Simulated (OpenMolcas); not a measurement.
**Ba I: effect of the IPEA shift**

```yaml
Program: OpenMolcas
Basis: ANO-RCC-VTZP [8s7p4d2f1g]
Scalar_Hamiltonian: DKH2, point nucleus
Active_space: 2 electrons in 4 orbitals (6s 6p)
State_averaging: 2S+1 = 3 even, 3 roots; 2S+1 = 1 even, 6 roots kept (CI in the orbitals of an earlier block); 2S+1 = 3 odd, 3 roots; 2S+1 = 1 odd, 3 roots kept (CI in the orbitals of an earlier block)
Spin-orbit_coupling: state interaction with AMFI integrals over the reference wave functions, term energies averaged over their components
```

Methods on the same reference wave functions:
A. CASSCF
B. SS-CASPT2, IPEA 0 Eh, imaginary shift 0.1 Eh (closed shells correlated: 5s 5p)
C. SS-CASPT2, IPEA 0.25 Eh, imaginary shift 0.1 Eh (closed shells correlated: 5s 5p)

Energies in cm⁻¹ above 6s² ¹S₀, the measured ground level; measured values from NIST Handbook of Basic Atomic Spectroscopic Data.

| Level | A | B | C | Measured |
| --- | --- | --- | --- | --- |
| 6s² ¹S₀ | 0.0 | 0.0 | 0.0 | 0.0 |
| 6s 6p ³P°₀ | 10087 | 11310 | 11520 | 12266 |
| 6s 6p ³P°₁ | 10347 | 11550 | 11770 | 12637 |
| 6s 6p ³P°₂ | 10894 | 12110 | 12320 | 13515 |
| 6s 6p ¹P°₁ | 25387 | 18220 | 20420 | 18060 |
| 6p² ³P₀ | 30053 | 31780 | 32300 |  |
| 6p² ³P₁ | 30295 | 32030 | 32540 |  |

Deviations, from unrounded energies. A percentage is the sum of absolute deviations over the sum of measured energies, with the sign that they share, or ± where signs differ.

```
           Against measurement  Levels      A     B     C
mean absolute deviation (cm-1)       4   3600   900  1300
      other configurations (%)       4  ±25.5  ±6.4  ±9.1
```

B lies closest to measurement on these levels and A furthest from it. The largest miss of B in the table is 6s 6p ³P°₂, by -1400 cm-1. The ranking rests on the paired levels alone, and a cruder setting can come out closer through cancelling errors.

Between B and C the level of the table that moves most is 6s 6p ¹P°₁, by 2200 cm-1 (lowest in B, highest in C). Moves below CASPT2's spread within the term are not significant.

The lowest spin-free term lies below A's lowest term by 0.182 hartree in B, 0.180 hartree in C.

Over all roots computed the reference weight is 0.86 to 0.93 in B; the roots of lowest weight are the least certain, and an intruder state may touch them. Terms from blocks run as CI alone lack orbitals of their own. The ¹D term of p² mixes with s d, which this space lacks. Measured partners are found by configuration, term and J. A level has none where our copy of the source lacks it or the pairing is in doubt (some pairs that miss far off the trend of their configuration count as doubtful), and it then counts in no deviation. Only configurations of the active space appear. Levels that lie high or do not pair safely by name in every column are left out.

° marks odd parity.
